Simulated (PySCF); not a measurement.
C₄H₈OSi. Atoms are numbered in the order given.

```xyz
14

C      2.5609     0.2852     0.0000
Si     0.8433    -0.4576     0.0000
C     -0.4652     0.2535     1.1999
C     -1.4156     0.1785     0.0000
O     -2.5842    -0.1227     0.0000
C     -0.4652     0.2535    -1.1999
H      2.5142     1.3857     0.0000
H      3.1282    -0.0327    -0.8896
H      3.1282    -0.0327     0.8896
H      0.8768    -1.9487     0.0000
H     -0.8395    -0.2112     2.1225
H     -0.1951     1.3071     1.4020
H     -0.1951     1.3071    -1.4020
H     -0.8395    -0.2112    -2.1225
```
Charge 0, spin multiplicity 1.

Geometry optimised at r2SCAN-D4/def2-SVP. The structure was generated by enumeration, and PubChem lists no compound with its InChIKey, so it may never have been made.

All values below come from PBE/pcSseg-1 (PySCF).

GIAO shieldings, no solvent; atoms listed in one row are averaged. δ = σ(ref) − σ: ¹³C against TMS (σ = 182.0 ppm); ²⁹Si against TMS (σ = 335.4 ppm); ¹⁷O against H2O (σ = 334.3 ppm); ¹H against TMS (σ = 31.49 ppm), references at their B3LYP-D3(BJ)/def2-TZVP geometries, non-relativistic.

### Question
Estimate the chemical shifts. (Estimate from the structure and the level; the computed values follow.)

### Answer

```tsv
nucleus	atoms	count	δ (ppm)
¹³C	C4	1	198.5
¹³C	C3, C6	2	46.1
¹³C	C1	1	-0.2
²⁹Si	Si2	1	-50.0
¹⁷O	O5	1	637.5
¹H	H10	1	4.62
¹H	H12, H13	2	3.02
¹H	H11, H14	2	2.55
¹H	H7, H8, H9	3	0.83
```
